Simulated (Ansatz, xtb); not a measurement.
Two structures of C2H5GeO

Structure I: a doublet given by its coordinates. Structure II: a doublet given by its coordinates. Both are isolated molecules in the gas phase, relaxed with BLYP-D3(BJ)/def2-SVP.

I (Å):

```yaml
atoms:
  - { symbol: C, position_ang: [0.7852, 0.7980, 0.0019] }
  - { symbol: C, position_ang: [0.3677, 1.4884, -1.1597] }
  - { symbol: Ge, position_ang: [1.6987, -0.3593, -1.8753] }
  - { symbol: O, position_ang: [0.3019, -1.5439, -2.0773] }
  - { symbol: H, position_ang: [-0.5410, -1.3127, -1.6409] }
  - { symbol: H, position_ang: [1.6432, 1.1522, 0.5926] }
  - { symbol: H, position_ang: [0.1403, 0.0480, 0.4836] }
  - { symbol: H, position_ang: [-0.6145, 1.2964, -1.6165] }
  - { symbol: H, position_ang: [0.8918, 2.3947, -1.4981] }
```

Close contacts (Å): C1–C2 1.41, C1–Ge3 2.39, C2–Ge3 2.39, Ge3–O4 1.84, C1–H6 1.10, C1–H7 1.10, C2–H8 1.10, C2–H9 1.10, O4–H5 0.98.

II (Å):

```xyz
9

C     0.1177    0.7543    0.0563
C     0.3461    1.5676   -1.0789
Ge    1.9000   -0.1812   -1.1377
O     0.6743   -1.1938   -2.1097
H     1.1359   -1.9365   -2.5485
H     0.4981    1.0443    1.0474
H    -0.6255   -0.0548    0.0201
H     0.9094    2.5095   -0.9976
H    -0.2178    1.3976   -2.0071
```

Close contacts (Å): C1–C2 1.42, C1–Ge3 2.34, C2–Ge3 2.34, Ge3–O4 1.86, C1–H6 1.10, C1–H7 1.10, C2–H8 1.10, C2–H9 1.10, O4–H5 0.98.

Energies in hartree; the thermal terms are from BLYP-D3(BJ)/def2-SVP harmonic frequencies (ideal gas, rigid rotor, one conformer each, 1000 K, 1 atm) and include the zero-point energy:

```
                               I            II
E, CCSD(T)/def2-SVP  −2229.172805  −2229.176480
    E, MP2/def2-SVP  −2229.120894  −2229.124642
  E, MP2/def2-TZVPP  −2229.712420  −2229.715947
  zero-point energy      0.061930      0.062673
      H(1000 K) − E      0.106349      0.106553
      G(1000 K) − E     −0.084661     −0.081941
```

Problem. Correct the CCSD(T) difference for the basis set by the MP2 change, then work out ΔE, ΔE₀, ΔH and ΔG for I → II in kcal/mol (1 Eh = 627.51 kcal/mol) and the equilibrium ratio [II]/[I].

Solution. 1. Differences II − I: CCSD(T) −0.003675, MP2 in the small set −0.003748, MP2 in the large set −0.003527 Eh.
2. ΔE = −0.003675 + (−0.003527 − (−0.003748)) = −0.003454 Eh = −2.17 kcal/mol.
3. ΔE₀ = ΔE + ΔZPE = −0.003454 + (+0.000743) Eh = −1.70 kcal/mol.
4. ΔH = ΔE + (+0.000204) Eh = −2.04 kcal/mol.
5. ΔG = ΔE + (+0.002720) Eh = −0.46 kcal/mol, so ΔS = (ΔH − ΔG)/T = −6.6 J/(mol K).
6. kT = 3.1668 mEh, so K = [II]/[I] = exp(−ΔG/kT) = exp(+0.23) ≈ 1.3.

The two are too close for this level to say which is favoured. An error of 1 kcal/mol in ΔG would change K by a factor of 1.7. Mirror images and further conformers aren't counted.

Other levels gave ΔE = −1.3 (BLYP-D3(BJ)/def2-SVP); −2.0 (HF/def2-SVP); −2.4 (MP2/def2-SVP); −2.3 (CCSD(T)/def2-SVP) kcal/mol. Open shells are spin-unrestricted. The correlated steps freeze 12 core orbitals; the filled d shell of Ge is correlated, in a basis made for valence electrons. Programs: Ansatz 0.2.0.
